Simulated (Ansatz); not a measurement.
Pb3O2, relaxed as a quintet with UKS PBE-D4/def2-SVP in Ansatz, starting from the PBE-D4/def2-SVP geometry of the neutral singlet. Force threshold 0.02 eV/Å.

In the def2 sets Pb takes a core potential; there is no spin–orbit coupling. The relaxation made no stability test and no search for a lower SCF solution. At PBE-D4/def2-SVP a singlet of charge 0 lies 2.80 eV below the quintet, each at its own geometry. The structure comes from a short search, and lower isomers may exist.

Start:

```
atom   x (Å)   y (Å)   z (Å)
 Pb1   1.241   0.801   1.156
 Pb2  -0.914   0.326  -1.605
 Pb3  -0.467  -1.610   0.641
  O4   1.079  -0.325  -0.786
  O5  -0.939   0.808   0.594
```

```csv
step,energy (eV),largest force component (eV/Å),SCF passes
1,-19833.5038,2.652,23
2,-19834.2191,0.923,28
3,-19834.5353,0.263,24
4,-19834.5593,0.303,25
5,-19834.5691,0.024,21
6,-19834.5692,0.001,16
```

Force components are those of the run's own axes.

End:

```xyz
5

Pb    1.341    1.152    1.015
Pb   -0.811    0.678   -1.743
Pb   -0.530   -1.829    0.728
O     0.860   -0.484   -0.588
O    -0.861    0.483    0.588
```

By distances, no bond broke or formed, bridged metal pairs apart. The bond that changes most is Pb3–O4, from 2.47 to 2.34 Å (atoms count from 1). Metal–metal contacts that move far: Pb2–Pb3 3.00 to 3.53 Å, Pb1–Pb3 3.00 to 3.53 Å.

No frequencies were taken in this run, so the end may be a saddle point.

Hardware: 4 threads of Arm Neoverse V1 on a shared host. Wall time 11 s.
